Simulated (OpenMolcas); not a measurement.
An OpenMolcas run meant for Os+ (ANO-R1, X2C; inactive shells 1s 2s 2p 3s 3p 3d 4s 4p 4d 4f 5s 5p; intended active space 7 electrons in 6 orbitals (5d 6s)). One step of its input:

```
&CASPT2
Multistate=6 1 2 3 4 5 6
Frozen=14 16
IPAE=0.25
Imaginary=0.1
MaxIter=60
WThr=0.0 0.3 0.05
PrWF=0.5
NoMix
```

Lines from the output:

```
|        MOLCAS_PRINT = 2
  |       MOLCAS_SOURCE = <dir>
  |    MOLCAS_STRUCTURE = 0
  |
   --------------------------------------------------------------------------------------
++ ---------   Input file   ---------
>>> COPY JOB001 $Project.JobIph
&CASPT2
Multistate=6 1 2 3 4 5 6
Frozen=14 16
IPAE=0.25
Imaginary=0.1
MaxIter=60
WThr=0.0 0.3 0.05
PrWF=0.5
NoMix
-- ----------------------------------
>>> COPY JOB001 a.JobIph
*** symbolic link created: INPORB -> a.RasOrb
--- Start Module: caspt2 at  ---
()()()()()()()()()()()()()()()()()()()()()()()()()()()()()()()()()()()()()()()()()()()()()()()()()()
                                              &CASPT2
                                   only a single process is used
                       available to each process: 2.3 GB of memory, 1 thread
()()()()()()()()()()()()()()()()()()()()()()()()()()()()()()()()()()()()()()()()()()()()()()()()()()
 ###    ERROR: Unrecognized keyword: IPAE                                    ###
--- Stop Module: caspt2 at  /rc=_RC_INPUT_ERROR_ ---
.####################.
.# User input error #.
.####################.
```

Q: What is wrong with the input?

A: A keyword is misspelt. OpenMolcas reads the first four letters of a keyword, so the setting is refused or falls back to its default.
